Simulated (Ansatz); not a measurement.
Z-matrix (Å, degrees):
```
C
N 1 1.531
C 1 1.454 2 49.1
H 1 1.086 2 115.7 3 -109.9
H 1 1.087 2 115.6 3 109.9
H 3 1.083 1 150.8 2 -179.9
S 6 2.763 3 111.8 1 -10.5
Ga 7 2.317 6 91.1 3 13.6
H 7 1.345 6 170.7 3 122.1
```

The species carries charge 0 and has multiplicity 1. The bonds changed during the relaxation, so this is another structure than the one it started from.

Question: List the PBE0/def2-TZVPP orbital energies in eV (the Gaussian-basis code of Ansatz). (Estimate.)

Answer: Computed: Occupied: -10147.41, -2421.87, -1253.22, -1109.35, -1109.34, -1109.29, -392.43, -280.19, -279.71, -217.22, -161.05, -160.94, -160.90, -151.44, -104.31, -104.28, -104.12, -28.39, -23.40, -23.40, -23.31, -23.26, -23.24, -19.66, -18.57, -16.90, -13.71, -13.63, -11.48, -11.21, -10.19, -9.08, -8.34, -7.38, -6.64. Lowest empty: -1.56, -1.54, -0.80, 0.61, 0.85, 1.51, 2.22, 2.95.
